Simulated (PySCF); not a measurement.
# Fractional electron number in Zn²⁺ (zinc, charge +2)

The 3d beta orbital of [Ar] 3d10 is emptied in steps (occupation f), with all orbitals relaxed, ending at [Ar] 3d9. Computed with PySCF 2.14 in def2-TZVPPD (6s6p4d2f1g, 67 functions), with the non-relativistic Hamiltonian (point nucleus). The exact energy is a straight line in f; departures are measured from the line between the end points of the same method.

Question: Among UHF, LDA, PBE, PBE0, r2SCAN, LC-wPBE, BHandHLYP, wB97X, CAM-B3LYP, r2SCAN0, which shows the largest delocalisation error (convex curve), and which is closest to linear?

Answer: Most convex: LDA (-2.444 eV at f = 0.5); closest to linear: BHandHLYP (-0.671 eV).

```csv
f,UHF (eV),LDA (eV),PBE (eV),PBE0 (eV),r2SCAN (eV),LC-wPBE (eV),BHandHLYP (eV),wB97X (eV),CAM-B3LYP (eV),r2SCAN0 (eV)
1,0.000,0.000,0.000,0.000,0.000,0.000,0.000,0.000,0.000,0.000
0.9,0.393,-0.865,-0.843,-0.538,-0.775,-0.344,-0.231,-0.322,-0.417,-0.495
0.7,0.884,-2.036,-1.983,-1.265,-1.813,-0.817,-0.552,-0.765,-0.986,-1.160
0.5,1.017,-2.444,-2.379,-1.516,-2.161,-0.985,-0.671,-0.925,-1.187,-1.386
0.3,0.826,-2.069,-2.012,-1.282,-1.815,-0.837,-0.575,-0.789,-1.007,-1.167
0.1,0.342,-0.893,-0.868,-0.552,-0.777,-0.362,-0.251,-0.342,-0.436,-0.501
0,0.000,0.000,0.000,0.000,0.000,0.000,0.000,0.000,0.000,0.000
```

```tsv
method	E(f=0) − E(f=1) (eV)	−ε at f=1 (eV)	−ε at f=0.5 (eV)
UHF	37.327	41.768	37.153
LDA	41.033	31.466	40.935
PBE	40.411	31.081	40.325
PBE0	39.919	33.964	39.870
r2SCAN	39.898	31.297	39.895
LC-wPBE	40.250	36.436	40.189
BHandHLYP	39.460	36.920	39.393
wB97X	39.829	36.278	39.759
CAM-B3LYP	40.200	35.592	40.135
r2SCAN0	39.655	34.173	39.635
```

Reference removal energy between the ground levels: 39.723 eV (measured; NIST Atomic Spectra Database, ionization energies). The calculation has no spin-orbit coupling. UHF lacks correlation.
